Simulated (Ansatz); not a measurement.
System: CNO (charge -1, singlet). It need not be the lowest isomer of its formula. Whether it binds its extra electron was not tested at this geometry. 
Coordinates optimised at B3LYP-D3(BJ)/def2-TZVP (Ansatz, a program for electronic structure):
```xyz
3

N      0.0000     0.0000    -1.2579
C      0.0000     0.0000    -0.0715
O      0.0000     0.0000     1.1543
```
Charge -1, spin multiplicity 1.

Basis-set convergence of Hartree-Fock and CCSD(T) correlation energies (hartree) with Ansatz. Valence correlation only, unless marked. Spin-orbit coupling is left out. Non-relativistic. This anion needs diffuse functions, which these sets lack.

| basis | functions | E(HF) | E(corr, CCSD(T)) |
|---|---|---|---|
| cc-pVDZ | 42 | -167.20721 | -0.48269 |
| cc-pVTZ | 90 | -167.26451 | -0.60404 |
| cc-pVQZ | 165 | [?] | [?] |

### Question
What belongs in the gaps?

### Answer

- cc-pVQZ, E(HF): -167.28080
- cc-pVQZ, E(corr, CCSD(T)): -0.64560
